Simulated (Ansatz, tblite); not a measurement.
Adding an electron: the cluster Sb₃⁺ (the lowest singlet isomer of a short search). Charge 1, multiplicity 1. Geometry: PBE-D4/def2-SVP. Ansatz, gas phase; energy differences of separate SCF runs; the reduced species was run as a doublet alone.

```csv
atom,x (Å),y (Å),z (Å)
Sb1,1.159,-0.689,0.852
Sb2,-0.687,-0.795,-1.200
Sb3,-0.472,1.483,0.348
```

In the def2 sets Sb takes a core potential; there is no spin–orbit coupling. The xTB rows come from tblite. HOMO above LUMO, or a gap near zero within one spin, warns that the state may not be the lowest or that an electron is smeared out. The structure comes from a short search, and lower isomers may exist.

```tsv
level	−HOMO (eV)	−LUMO (eV)	vertical EA (eV)	HOMO–LUMO gap (eV)	remarks
GFN2-xTB	14.45	13.13	10.22	1.32	–
PBE-D4/def2-TZVP	10.87	8.92	6.54	1.95	gap within one spin near zero (doublet)
PBE0-D4/def2-TZVP	11.75	8.25	6.69	3.50	spin-contaminated (⟨S²⟩ 0.93) (doublet)
```

**Question.** Estimate the rows for GFN1-xTB, r2SCAN-D4/def2-TZVP.

**Answer.** 
```json
{"level": "GFN1-xTB", "−HOMO (eV)": "16.33", "−LUMO (eV)": "14.69", "vertical EA (eV)": "11.04", "HOMO–LUMO gap (eV)": "1.64", "remarks": "–"}
{"level": "r2SCAN-D4/def2-TZVP", "−HOMO (eV)": "11.12", "−LUMO (eV)": "8.94", "vertical EA (eV)": "6.79", "HOMO–LUMO gap (eV)": "2.19", "remarks": "spin-contaminated (⟨S²⟩ 0.94) (doublet)"}
```

  Raw xTB energy differences between charge states are shifted by several eV; the methods need an empirical correction for them.
